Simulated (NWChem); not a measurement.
System meant: NbNH$_{3}$O$_{2}$F; SMILES [NH]=[Nb]([OH])([OH])[F]

Here is an NWChem input.

```
start job
memory heap 200 mb stack 900 mb global 1100 mb
geometry units angstroms noautoz
  Nb     0.063319     0.002289    -0.044250
  N     -0.090235     0.009934     1.691180
  H     -0.128952     0.015353     2.705076
  F      1.892544     0.034540    -0.489434
  O     -0.822628     1.526238    -0.730756
  H     -1.294136     2.250470    -0.309831
  O     -0.763616    -1.562608    -0.711998
  H     -1.207179    -2.299365    -0.282345
end
basis spherical
  * library def2-svp
end
ecp
  Nb library def2-ecp
end
dft
  odft
  mult 2
  xc xpbe96 cpbe96
  iterations 150
  mulliken
end
task dft energy
```

End of the output:

```
 Summary of "ao basis" -> "ao basis" (spherical)
 ------------------------------------------------------------------------------
       Tag                 Description            Shells   Functions and Types
 ---------------- ------------------------------  ------  ---------------------
 Nb                         def2-svp                11       31   5s3p2d1f
 N                          def2-svp                 6       14   3s2p1d
 H                          def2-svp                 3        5   2s1p
 F                          def2-svp                 6       14   3s2p1d
 O                          def2-svp                 6       14   3s2p1d

 Summary of "ao basis" -> "ao basis" (spherical)
 ------------------------------------------------------------------------------
       Tag                 Description            Shells   Functions and Types
 ---------------- ------------------------------  ------  ---------------------
 Nb                         def2-svp                11       31   5s3p2d1f
 N                          def2-svp                 6       14   3s2p1d
 H                          def2-svp                 3        5   2s1p
 F                          def2-svp                 6       14   3s2p1d
 O                          def2-svp                 6       14   3s2p1d

      Symmetry analysis of basis
      --------------------------

        a'         64
        a"         38

  number of electrons :                   48
  multiplicity        :                    2
 ------------------------------------------------------------------------
  no. of electrons and multiplicity not compatible                  48
 ------------------------------------------------------------------------
 ------------------------------------------------------------------------
  current input line :
    26: task dft energy
 ------------------------------------------------------------------------
 ------------------------------------------------------------------------
 There is an error in the input file
 ------------------------------------------------------------------------
 For more information see the NWChem manual at https://nwchemgit.github.io

0: no. of electrons and multiplicity not compatible:Received an Error in Communication
```

What is wrong, and how is it mended?

The program refused the input. Cause: the multiplicity doesn't fit the number of electrons (an even count wants an odd multiplicity, and the reverse). This input runs:
```
start job
memory heap 200 mb stack 900 mb global 1100 mb
geometry units angstroms noautoz
  Nb     0.063319     0.002289    -0.044250
  N     -0.090235     0.009934     1.691180
  H     -0.128952     0.015353     2.705076
  F      1.892544     0.034540    -0.489434
  O     -0.822628     1.526238    -0.730756
  H     -1.294136     2.250470    -0.309831
  O     -0.763616    -1.562608    -0.711998
  H     -1.207179    -2.299365    -0.282345
end
basis spherical
  * library def2-svp
end
ecp
  Nb library def2-ecp
end
dft
  xc xpbe96 cpbe96
  iterations 150
  mulliken
end
task dft energy
```
It converges to -363.51647 Ha (PBE/def2-SVP with def2 effective core potentials on Nb).
